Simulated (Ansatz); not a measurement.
The first iterations of a band of ClH + F2Ge2H4O (11 atoms, charge 0, multiplicity 1).

Method: RHF/def2-SVP (Ansatz 0.2.0).

```
movable images  : 9
climbing image  : yes
spring          : 5.0 eV/Å²
optimiser       : quadratic models (default)
start path      : through a guess of the saddle point
force threshold : 0.03 eV/Å
iteration limit : 60
end points      : relaxed
```

Initial state:

```xyz
11
Properties=species:S:1:pos:R:3
Ge 0.405 0.034 0.326
Ge 0.403 0.139 2.764
H -0.197 -1.160 3.289
H 1.863 0.283 3.192
H -0.413 1.358 3.179
O 1.348 -1.261 -0.334
H 1.429 -1.323 -1.276
F 0.939 1.483 -0.424
F -1.181 -0.123 -0.355
Cl -3.503 -0.193 1.898
H -2.950 -0.189 0.747
```

Final state:

```xyz
11
Properties=species:S:1:pos:R:3
Ge -0.639 0.493 -1.043
Ge 0.097 -0.572 3.652
H 0.111 -0.667 5.185
H 1.459 -1.032 3.115
H -0.155 0.882 3.241
O 0.271 -0.364 0.134
H 1.135 -0.675 -0.100
F 0.215 1.860 -1.569
F -0.831 -0.452 -2.439
Cl -2.508 1.048 -0.272
H -1.011 -1.474 3.101
```

| iteration | highest image above the first end (eV) | largest band force component (eV/Å) |
| --- | --- | --- |
| 1 | 21.020 | 105.448 |
| 2 | 5.185 | 33.748 |
| 3 | 3.031 | 18.860 |
| 4 | 2.912 | 7.806 |
| 5 | 2.390 | 2.561 |
| 6 | 2.269 | 13.032 |
| 7 | 2.128 | 1.709 |
| 8 | 2.036 | 3.766 |
| 9 | 2.000 | 5.835 |
| 10 | 1.901 | 3.867 |
| 11 | 1.741 | 1.320 |

Task: Does the band converge within its limit, and where does its top end?

Result: It converged. It ended after 33 iterations with the highest image 3.207 eV above the first end. Neighbouring images differ by up to 2.9 eV, so the band resolves the path poorly. A vibrational analysis at the climbing image gives one clearly imaginary mode, 1469i cm⁻¹: a first-order saddle point. The orbitals stay closed-shell, which can raise the energy where a bond breaks towards radicals; this wasn't checked here.

Run time: 20 min on 4 threads of Arm Neoverse N1 (shared host), peak memory 0.54 GiB.
